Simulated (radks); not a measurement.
Neutral osmium inside a hard spherical wall (all orbitals vanish at R), configuration held at [Xe] 4f14 5d6 6s2 and not refilled when levels cross. Calculated with a radial shooting solver on a logarithmic mesh with Libxc functionals: scalar-relativistic Kohn-Sham, LDA (Slater exchange, Perdew-Wang correlation), spin-polarised, spherical densities, finite nucleus; open shells are filled with parallel spins first (spin-orbit coupling, left out, can overturn this in heavy ions); Fermi nuclear charge, rms radius 5.4126 fm. Eigenvalues in eV for spin up, with the zero of energy where the potential of the charges vanishes at infinity; a dash marks a level that is unbound or too diffuse for the functional's potential to be trusted. A positive occupied level is held by the wall or, in an anion where self-interaction has pushed it up, behind a barrier. The pressure on the wall is -dE/dV.

R (bohr) = free: E (hartree) -17240.9783; kinetic (hartree) 19096.399; e(4f) -52.280; e(5p) -51.813; e(5d) -7.319; e(6s) -6.866; e(6p, empty) -1.589; e(7s, empty) -0.036; pressure (GPa) 0
R (bohr) = 15: E (hartree) -17240.9783; kinetic (hartree) 19096.399; e(4f) -52.280; e(5p) -51.813; e(5d) -7.319; e(6s) -6.866; e(6p, empty) -1.586; e(7s, empty) 0.287; pressure (GPa) < 0.0001
R (bohr) = 12: E (hartree) -17240.9783; kinetic (hartree) 19096.399; e(4f) -52.278; e(5p) -51.811; e(5d) -7.318; e(6s) -6.865; e(6p, empty) -1.569; e(7s, empty) 0.734; pressure (GPa) 0.000283
R (bohr) = 8: E (hartree) -17240.9758; kinetic (hartree) 19096.423; e(4f) -52.145; e(5p) -51.679; e(5d) -7.194; e(6s) -6.751; e(6p, empty) -1.189; e(7s, empty) 3.698; pressure (GPa) 0.117
R (bohr) = 6: E (hartree) -17240.9452; kinetic (hartree) 19096.636; e(4f) -51.267; e(5p) -50.828; e(5d) -6.421; e(6s) -5.952; e(6p, empty) 0.436; e(7s, empty) 10.903; pressure (GPa) 2.81
R (bohr) = 3.5: E (hartree) -17239.9110; kinetic (hartree) 19101.275; e(4f) -40.617; e(5p) -41.377; e(5d) 2.753; e(6s) 7.336; e(6p, empty) 20.246; e(7s, empty) 68.681; pressure (GPa) 316
R (bohr) = 3: E (hartree) -17238.5781; kinetic (hartree) 19106.551; e(4f) -32.725; e(5p) -34.838; e(5d) 10.096; e(6s) 20.514; e(6p, empty) 38.059; e(7s, empty) 111.95; pressure (GPa) 1060
R (bohr) = 1.5: E (hartree) -17178.9731; kinetic (hartree) 19307.526; e(4f) 86.751; e(5p) 91.061; e(5d) 168.86; e(6s) 367.80; e(6p, empty) 431.68; e(7s, empty) 873.80; pressure (GPa) 185000
